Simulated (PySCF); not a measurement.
Working out the ionisation energy of In

In [Kr] 4d10 5s2 5p1 (2P) → In⁺ [Kr] 4d10 5s2 (1S). Calculation: PySCF 2.14, in dyall-av2z; the non-relativistic Hamiltonian (point nucleus). Frozen: [Kr] 4d10; the 62 highest virtual orbitals dropped. Energies in hartree (1 hartree = 27.21139 eV):

| part | In (lower) | In⁺ (upper) |
| --- | --- | --- |
| UHF | -5740.164612 | -5739.970619 |
| CCSD correlation | -0.040910 | -0.033695 |
| (T) | -0.000620 | 0.000000 |

What does Hartree-Fock give?

(-5739.970619) − (-5740.164612) = 0.193993 hartree = 5.279 eV.

What do CCSD and CCSD(T) give?

The CCSD correlation energies differ by 0.007215 hartree = 0.196 eV and the triples by 0.000620 hartree = 0.017 eV, so CCSD gives 5.475 eV and CCSD(T) 5.492 eV.

Measured between the centres of the two terms (NIST): 5.603 eV, so CCSD(T) (valence) is off by -0.111 eV.

The calculation is non-relativistic.

A double-zeta basis recovers only part of the correlation energy.

What remains against the reference includes basis incompleteness, the frozen core and higher excitations.
